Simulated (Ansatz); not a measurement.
`F[SiH](Cl)[O][GeH3]`, relaxed with RKS PBE-D4/def2-SVP in the Gaussian-basis code of Ansatz from a rough embedded geometry. The force threshold is 0.03 eV/Å; the program also tests the step.

The species carries charge 0 and has multiplicity 1.

Start:

```xyz
9

F    -1.767   -0.951   -0.779
Si   -0.315   -1.301   -0.062
Cl   -0.403   -3.171    0.885
O     0.136   -0.144    1.099
Ge    0.346    1.413    0.210
H     0.710   -1.354   -1.114
H     1.541    1.218   -0.804
H    -0.917    1.766   -0.582
H     0.668    2.524    1.148
```

(1) By how much does the energy fall, and how many steps does the optimiser take? (Estimate.)

(2) Which bonds change most? (Estimate.)

(3) Give the relaxed structure. (An estimate is asked.)

Answers

(1) Ansatz gave: 43.77 kJ/mol, in 44 steps, 3 of them rejected.

(2) Ansatz gave: Ge5–H9 from 1.490 to 1.548 Å; Si2–O4 from 1.700 to 1.642 Å; Ge5–H7 from 1.579 to 1.545 Å; F1–Si2 from 1.657 to 1.630 Å.

(3) Ansatz gave: 
```xyz
9

F    -1.295   -1.712   -1.402
Si   -0.089   -1.521   -0.323
Cl   -0.960   -1.644    1.557
O     0.633   -0.059   -0.514
Ge    0.262    1.582    0.181
H     0.894   -2.618   -0.519
H     0.993    2.563   -0.763
H    -1.273    1.791    0.165
H     0.834    1.617    1.619
```
